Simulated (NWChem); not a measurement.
Species: CH7ClOSi2; SMILES OC[SiH2][SiH2]Cl

```xyz
12

O      1.0483    -2.5688     0.2004
C     -0.2481    -2.4837    -0.3648
Si    -1.0488    -0.8161     0.1077
Si     0.7006     0.7324    -0.0890
Cl    -0.0801     2.6635     0.0200
H      0.9597    -2.6484     1.1563
H     -0.1193    -2.5132    -1.4592
H     -0.8813    -3.3555    -0.1098
H     -2.2169    -0.4641    -0.7572
H     -1.5000    -0.8519     1.5365
H      1.4021     0.5904    -1.3980
H      1.6931     0.5884     1.0146
```
Atoms are numbered in this order, from 1.

Results from NWChem. All runs use the structure optimised with PBE0/def2-SVP. Level BLYP/def2-SVP: energy and gradient; each run changes one setting, and changes count from the defaults (medium grid, exact Coulomb integrals, symmetry on).

### Question
Which setting moves the energy most, and by about how much (Becke weights; coarse grid; symmetry off; tight SCF thresholds and tolerances; defaults; Coulomb fitting, Ahlrichs set)?

### Answer
Coulomb fitting, Ahlrichs set, by about 800 μHa.
```
setting                              size of the energy change (μHa)  largest change of a gradient component (μHa/bohr)  time, defaults = 1 (rough)
-----------------------------------  -------------------------------  -------------------------------------------------  --------------------------
defaults                                                        < 10                                               < 30                     about 1
coarse grid                                                       30                                                700                     about 1
symmetry off                                                    < 10                                        other frame                     about 1
Coulomb fitting, Ahlrichs set                                    800                                                100                         0.4
Becke weights                                                   < 10                                                100                     about 1
tight SCF thresholds and tolerances                             < 10                                               < 30                     about 1
```
